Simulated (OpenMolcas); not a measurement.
# Cr3+: ligand-field states by method

Cr3+ with 6 ligands (sulfide, chloride on the axis) in tetragonal octahedral coordination (D4h) at 2.4 Å, the axial distance 2.376 Å. A charge of +1.17 e stands 3.2 Å behind each ligand. Ligand basis ANO-RCC-VDZP.

```
Program             : OpenMolcas 26.06
Basis               : ANO-RCC-VTZP [6s5p3d2f1g]
Scalar Hamiltonian  : DKH2, point nucleus
Active space        : 3 electrons in 5 orbitals (3d)
State averaging     : 2S+1 = 4 even, 10 roots; 2S+1 = 2 even, 40 roots
Spin-orbit coupling : state interaction with AMFI integrals over the reference wave functions
```

I. CASSCF
II. SS-CASPT2, IPEA 0.25 Eh, imaginary shift 0.1 Eh (closed shells correlated: 3s 3p and the ligand valence shells)

Spin-free states (labels of D4, the rotations of D4h) in cm-1, each column counted from its own energy of the first state listed:

```csv
State,Degeneracy,I,II
4B1,1,0,0
4E,2,8242,9640
4B2,1,10745,13800
4A2,1,13340,12230
4E,2,16544,18520
2A1,1,18327,10550
2B1,1,18745,11180
2E,2,19019,11120
2A2,1,19531,11670
2B2,1,23998,15550
2E,2,24416,17120
2A1,1,24971,18440
2E,2,25887,18710
2B2,1,26884,21120
4A2,1,26960,26750
2A2,1,27388,20920
4E,2,28691,26260
2B1,1,29269,21750
2E,2,29325,22400
2A1,1,31477,23840
```

From I to II, I's first state of the same spin (4E) moves from 8242 to 9640 cm-1, by about +1400 cm-1.

From I to II, I's first state of another spin (2A1) moves from 18327 to 10550 cm-1, by about -7800 cm-1.

χT at 300 K: I 1.81, II 1.82 cm3 K/mol.

Over all roots computed the reference weight is 0.59 to 0.62 in II; a low but even weight reflects the number of correlated electrons. The least metal-like active orbital is 84 % on the metal (Löwdin) and no ligand orbital is active, so the numbers are rough. The sulfide ions are held by bare point charges, a crude embedding. Ligand-to-metal charge-transfer states are missing. With no ligand orbital active B as a rule stays too high, so bands that hang on it stand too high and its fall with covalency is understated. Without dynamic correlation the repulsion within the d shell is too large (B by tens of per cent), so at a given field states of lower spin stand too high (holds for I). With metal d orbitals alone and no dynamic correlation the field as a rule comes out too small, by tens of per cent, by up to half for chloride and softer ligands (holds for I). With one d shell and no ligand orbital active, 10Dq can be off by a tenth or more (holds for II). No measured value stands beside these numbers; the geometry is a model, was not optimised and need not be the one that this ion takes.
